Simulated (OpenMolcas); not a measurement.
# Tc2+ in a point-charge field

Tc2+ among 4 point charges of -2 e arranged as a square (D4h), 1.93 Å from the ion. The active orbitals were held to one l.
```
   1.9300    0.0000    0.0000  -2.00
   0.0000    1.9300    0.0000  -2.00
  -1.9300    0.0000    0.0000  -2.00
   0.0000   -1.9300    0.0000  -2.00
```

| Item | Value |
| --- | --- |
| Program | OpenMolcas |
| Method | CASSCF |
| Basis | ANO-RCC-VDZP [6s5p3d1f] |
| Scalar Hamiltonian | DKH2, point nucleus |
| Active space | 5 electrons in 5 orbitals (4d) |
| State averaging | 2S+1 = 6 even, 1 root; 2S+1 = 4 even, 24 roots; 2S+1 = 2 even, 75 roots |
| Spin-orbit coupling | RASSI with atomic mean-field integrals over the reference wave functions |

The lowest spin-free states (labels of D4, the rotations of D4h), above the lowest:

| State | Degeneracy | E (cm-1) | Free-ion L (%) |
| --- | --- | --- | --- |
| 4E | 2 | 0.0 | G (37) |
| 4B1 | 1 | 2748 | F (40) |
| 6A1 | 1 | 2756 | S (100) |
| 2A1 | 1 | 5937 | G (45) |
| 2B2 | 1 | 9332 | I (32) |
| 2E | 2 | 10604 | G (38) |
| 2E | 2 | 11907 | H (32) |
| 4E | 2 | 12720 | G (40) |
| 4A2 | 1 | 14544 | G (58) |
| 4B2 | 1 | 15495 | G (43) |
| 2A1 | 1 | 15865 | G (34) |
| 2A2 | 1 | 15954 | G (30) |
| 2E | 2 | 16378 | F (51) |
| 2B1 | 1 | 17266 | G (37) |
| 2B2 | 1 | 20500 | F (39) |
| 2B1 | 1 | 22078 | I (36) |
| 2E | 2 | 24617 | I (49) |
| 4A1 | 1 | 25587 | G (100) |
| 2A2 | 1 | 25761 | I (47) |
| 4E | 2 | 26434 | G (81) |

The lowest levels with spin-orbit coupling:

```tsv
E (cm-1)	Degeneracy	Label	2S+1	g
0.0	2	E1/2	4	2.50 2.50 6.11
229.5	2	E1/2	4	2.39 2.39 2.48
250.3	2	E3/2	4	1.23 4.29 4.29
581.7	2	E3/2	4	2.57 3.37 3.37
3175	2	E1/2	4 (54 %)	1.98 2.93 2.93
3218	2	E3/2	6 (70 %)	1.38 3.82 3.82
3312	2	E1/2	6 (52 %)	1.48 2.97 2.97
3344	2	E3/2	6 (88 %)	3.91 3.91 4.08
3530	2	E3/2	4 (68 %)	2.91 3.10 3.10
6313	2	E1/2	2	1.99 2.89 2.89
9738	2	E3/2	2	1.13 1.30 1.30
10829	2	E3/2	2	0.44 0.44 2.54
11360	2	E1/2	2	1.07 1.07 1.37
12239	2	E3/2	2	0.07 0.07 0.47
12597	2	E1/2	2	0.25 0.25 3.52
12973	2	E1/2	4	1.97 1.97 7.19
13041	2	E1/2	4 (89 %)	2.04 2.04 2.57
13145	2	E3/2	4	0.10 2.91 2.91
13597	2	E3/2	4	2.09 2.09 4.08
14810	2	E3/2	4	0.00 0.00 5.06
```

Powder χT (cm3 K/mol): 1.57 at 2 K, 1.63 at 10 K, 1.9 at 50 K, 2.21 at 100 K, 2.49 at 200 K, 2.56 at 300 K. The effective moment at 300 K is 2.828 √(χT) = 4.52 μB.

The lowest level has 2S+1 = 4, for which the spin-only value is χT = S(S+1) / 2 = 1.875 cm3 K/mol (g = 2). The computed 2.558 at 300 K differs by +0.683, through orbital momentum, spin-orbit coupling and any other state in reach.

An orbital doublet at a regular site is open to a Jahn-Teller distortion, which this geometry leaves out. Without dynamic correlation the repulsion within the d shell is too large (B by tens of per cent), so at a given field states of lower spin stand too high. This shell can be high or low spin here, a state of another spin lies low, and with metal d orbitals alone active their balance is uncertain, so the ground spin may be wrong, although the usual error favours high spin. Point charges carry no covalency, so the field is a model and not that of real ligands. No measured value stands beside these numbers.
